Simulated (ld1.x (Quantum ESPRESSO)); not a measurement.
# Scattering properties, PAW potential for Zr (Z = 40)

* Element: Zr
* Generator: ld1.x (Quantum ESPRESSO) 7.5
* Type: PAW
* Functional: PBEsol
* Relativity: fully relativistic
* Frozen core: [Ar] 3d10
* Valence charge: 12
* Reference configuration: 4s2 4p6 4d2 5s2 5p0
* Partial waves: 4s (bound): rcut 1.60, rcutus 1.80 bohr; 5s (bound): rcut 1.60, rcutus 1.80 bohr; 4p (bound): rcut 2.10, rcutus 2.45 bohr; 5p (bound, empty): rcut 2.10, rcutus 2.45 bohr; 4d (bound): rcut 2.20, rcutus 2.70 bohr; 4d channel at 2.7 Ry: rcut 2.20, rcutus 2.70 bohr
* Local potential: all-electron potential smoothed inside 1.70 bohr (lloc = -1)
* Core correction: Bessel-smoothed model core, default radius (core density twice the valence density)
* Augmentation charge: PSQ, inside the norm-conserving radii

Open shells are filled in proportion to 2j + 1 (rel_dist='average').

The phase is arctan(r·u′/u) with u = r·R(r), unwrapped; energies in Ry, scanned from -6 to 5 Ry. A pole is an energy at which the radial function vanishes at the test radius. The pseudo phase is shifted by a multiple of π to meet the all-electron one at the reference energy, and phase errors are pseudo minus all-electron; the curves can meet again beyond the range given. Levels narrower than the energy grid can be missing from the lists of poles.

Task: For each channel, where are the poles, and over which energies does the pseudopotential scatter like the atom?

Result:

```
channel  radius (bohr)  reference energy (Ry)  poles, all-electron       poles, pseudo  unbroken range about the reference energy with phases within 0.05 rad  phase error 1 Ry above the reference energy (rad)
      s           2.94                  -0.33          -3.98, 1.92         -3.98, 2.04                                                              below 3.3                                             +0.005
   p1/2           2.94                  -0.11          -2.40, 2.88  -3.21, -2.41, 2.47                                                            -2.5 to 0.7                                             -0.050
   p3/2           2.94                  -0.10          -2.26, 3.00  -3.64, -2.27, 2.61                                                            -3.5 to 3.2                                             -0.048
   d3/2           2.94                  -0.27           0.17, 4.89          0.17, 4.76                                                        the whole range                                             -0.003
   d5/2           2.94                  -0.26           0.20, 4.92          0.19, 4.79                                                        the whole range                                             -0.003
```

The ghost test of this file was not conclusive.

Phases in the p3/2 channel:

```
E (Ry)  all-electron  pseudo
 -6.00         1.423   4.566
 -5.74         1.419   4.563
 -5.48         1.415   4.559
 -5.22         1.410   4.555
 -4.96         1.405   4.550
 -4.70         1.399   4.546
 -4.44         1.393   4.542
 -4.18         1.385   4.538
 -3.92         1.376   4.541
 -3.66         1.365   4.702
 -3.40         1.352   1.315
 -3.14         1.332   1.314
 -2.88         1.299   1.285
 -2.62         1.206   1.192
 -2.36        -1.167  -1.168
 -2.10        -1.702  -1.706
 -1.84        -1.768  -1.772
 -1.58        -1.806  -1.810
 -1.32        -1.841  -1.844
 -1.06        -1.879  -1.882
 -0.80        -1.926  -1.928
 -0.54        -1.990  -1.991
 -0.28        -2.084  -2.084
 -0.02        -2.238  -2.238
  0.24        -2.522  -2.527
  0.50        -3.055  -3.082
  0.76        -3.707  -3.755
  1.02        -4.121  -4.166
  1.28        -4.337  -4.377
  1.54        -4.461  -4.497
  1.80        -4.540  -4.574
  2.06        -4.595  -4.630
  2.32        -4.636  -4.673
  2.58        -4.669  -4.708
  2.84        -4.697  -4.739
  3.10        -4.721  -4.769
  3.36        -4.744  -4.798
  3.62        -4.766  -4.829
  3.88        -4.787  -4.863
  4.14        -4.810  -4.904
  4.40        -4.834  -4.957
  4.66        -4.863  -5.030
  4.92        -4.897  -5.142
```
